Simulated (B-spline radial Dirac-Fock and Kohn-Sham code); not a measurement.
**Tb⁺ 3d5/2: cross section and angular parameters**

System: terbium as Tb⁺, configuration [Xe] 4f9 6s1; threshold 1250.7 eV (orbital energy of the model). Method: Dirac-Hartree-Slater photoionisation with a Latter tail; cross sections with all multipoles, angular parameters from the dipole term and its interference with E2. Computed with a B-spline atomic structure program.

Input of the calculation (task.json; shells as n, l, electrons):

```json
{"items": [{
  "Z": 65,
  "q": 1,
  "cfg": [[1, 0, 2], [2, 0, 2], [2, 1, 6], [3, 0, 2], [3, 1, 6], [3, 2, 10], [4, 0, 2], [4, 1, 6], [4, 2, 10], [4, 3, 9], [5, 0, 2], [5, 1, 6], [6, 0, 1]],
  "A": 159,
  "rrms": 5.06,
  "do": "xps",
  "hv": [100, 102.0, 135.0, 138.0, 161.0, 200, 249.0, 284.0, 300, 416.0, 682.0, 707.0, 789.0, 819.0, 853.0, 1190.0, 1253.6, 1270.0, 1320.0, 1486.9, 2080.0, 2984.4, 3740.0, 4240.0, 6000, 7660.0, 7780.0, 9590.0, 10100.0, 12000]
}]}
```

Command: `python xray2_run.py task.json out`

For linearly polarised light dσ/dΩ = σ/(4π) [1 + β P₂(cos θ) + (δ + γ cos²θ) sin θ cos φ], with θ from the polarisation vector and φ the angle between the beam and the projection of the electron momentum on the plane normal to the polarisation.

| hν (eV) | σ (kb) | β | γ | δ |
| --- | --- | --- | --- | --- |
| 1270 | 914 | 0.749 | 0.003 | -0.002 |
| 1320 | 915 | 0.414 | -0.041 | -0.002 |
| 1486.9 | 677 | 0.624 | -0.129 | -0.009 |
| 2080 | 283 | 1.085 | -0.071 | 0.030 |
| 2984.4 | 101 | 1.218 | 0.247 | 0.065 |
| 3740 | 50.9 | 1.221 | 0.488 | 0.086 |
| 4240 | 34.4 | 1.206 | 0.627 | 0.099 |
| 6000 | 11.1 | 1.124 | 1.014 | 0.144 |
| 7660 | ? | ? | ? | ? |
| 7780 | 4.57 | 1.036 | 1.293 | 0.189 |
| 9590 | 2.19 | 0.956 | 1.508 | 0.235 |
| 10100 | 1.82 | 0.936 | 1.559 | 0.248 |
| 12000 | 0.971 | 0.867 | 1.721 | 0.295 |

Question: Give the values at 7660 eV.

Answer: σ = 4.82 kb, β = 1.041, γ = 1.276, δ = 0.186.
